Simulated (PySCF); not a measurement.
A structure optimised at PBE0-D3(BJ)/def2-SVP, used in a PySCF frequency run:

```xyz
5

Si     0.5742     0.4241     0.0000
Cl    -0.2193     2.3128     0.0000
Br    -0.0909    -0.6538    -1.8044
Br    -0.0909    -0.6538     1.8044
H      2.0498     0.5134     0.0000
```

### Question
Write its SMILES, formula and point group.

### Answer
Cl[SiH](Br)Br, Br2ClHSi, Cs

### Question
What are its rotational constants (standard atomic weights)?

### Answer
1.8098, 0.94157, 0.64535 GHz
